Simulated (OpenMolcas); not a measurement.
Al⁺: CASPT2 settings compared

- Program: OpenMolcas
- Basis: ANO-L-VQZP [6s5p3d2f]
- Scalar Hamiltonian: non-relativistic, point nucleus
- Active space: 2 electrons in 4 orbitals (3s 3p)
- State averaging: 2S+1 = 3 even, 3 roots; 2S+1 = 1 even, 7 roots kept (CI in the orbitals of an earlier block); 2S+1 = 3 odd, 3 roots; 2S+1 = 1 odd, 3 roots kept (CI in the orbitals of an earlier block)
- Spin-orbit coupling: state interaction with AMFI integrals over the reference wave functions, term energies averaged over their components

Methods on the same reference wave functions:
A. CASSCF
B. SS-CASPT2, IPEA 0.35 Eh, imaginary shift 0.4 Eh (closed shells correlated: 2s 2p)
C. SS-CASPT2, IPEA 0.2 Eh, no level shift (closed shells correlated: none)
D. MS-CASPT2, IPEA 0.35 Eh, imaginary shift 0.4 Eh (closed shells correlated: 2s 2p)
E. XMS-CASPT2, IPEA 0.35 Eh, imaginary shift 0.4 Eh (closed shells correlated: 2s 2p)

Energies in cm⁻¹ above 3s² ¹S₀, the measured ground level; measured values from NIST Handbook of Basic Atomic Spectroscopic Data.

```json
{"Level": "3s² ¹S₀", "A": "0.0", "B": "0.0", "C": "0.0", "D": "0.0", "E": "0.0", "Measured": "0.0"}
{"Level": "3s 3p ³P°₀", "A": "34896", "B": "35830", "C": "35660", "D": "35890", "E": "36410", "Measured": "37393"}
{"Level": "3s 3p ³P°₁", "A": "34944", "B": "35870", "C": "35710", "D": "35940", "E": "36450", "Measured": "37454"}
{"Level": "3s 3p ³P°₂", "A": "35040", "B": "35970", "C": "35810", "D": "36030", "E": "36550", "Measured": "37578"}
{"Level": "3s 3p ¹P°₁", "A": "68614", "B": "61470", "C": "60630", "D": "61530", "E": "60910", "Measured": "59852"}
{"Level": "3p² ³P₀", "A": "91672", "B": "92590", "C": "92180", "D": "92660", "E": "93020", "Measured": "94085"}
{"Level": "3p² ³P₁", "A": "91718", "B": "92640", "C": "92230", "D": "92700", "E": "93070", "Measured": "94147"}
{"Level": "3p² ³P₂", "A": "91810", "B": "92730", "C": "92330", "D": "92790", "E": "93160", "Measured": "94269"}
{"Level": "3p² ¹D₂", "A": "100440", "B": "94820", "C": "91960", "D": "94880", "E": "95330", "Measured": "85481"}
{"Level": "3p² ¹S₀", "A": "120599", "B": "111550", "C": "110200", "D": "111680", "E": "111680", "Measured": "111637"}
```

Deviations, from unrounded energies. A percentage is the sum of absolute deviations over the sum of measured energies, with the sign that they share, or ± where signs differ.

```tsv
Against measurement	Levels	A	B	C	D	E
mean absolute deviation (cm-1)	9	5300	2300	2200	2200	1900
other configurations (%)	9	±7.3	±3.1	±3.0	±3.1	±2.6
```

E lies closest to measurement on these levels and A furthest from it. The largest miss of E in the table is 3p² ¹D₂, by +9800 cm-1. The ranking rests on the paired levels alone, and a cruder setting can come out closer through cancelling errors.

Among B to E the level of the table that moves most is 3p² ¹D₂, by 3400 cm-1 (lowest in C, highest in E). Moves below CASPT2's spread within the term are not significant.

The mean deviations of B to E differ by less than CASPT2's widest spread within a term (370 cm-1), so their order carries little weight.

The lowest spin-free term lies below A's lowest term by 0.032 hartree in B, 0.009 hartree in C, 0.032 hartree in D, 0.035 hartree in E.

Term energies are means over components that CASPT2 splits; among the terms shown or strongly mixed into the levels shown the widest spread is 370 cm-1 (3p² ¹D, E). Over all roots computed the reference weight is 0.90 to 0.99 in C; the roots of lowest weight are the least certain, and an intruder state may touch them. Terms from blocks run as CI alone lack orbitals of their own. The ¹D term of p² mixes with s d, which this space lacks. Without dynamic correlation excited terms often stand tens of per cent too high (terms of higher spin than the ground term too low), and those without a measured partner can miss by more than the paired ones (holds for A). Measured partners are found by configuration, term and J. A level has none where our copy of the source lacks it or the pairing is in doubt (some pairs that miss far off the trend of their configuration count as doubtful), and it then counts in no deviation. Only configurations of the active space appear.

° marks odd parity.
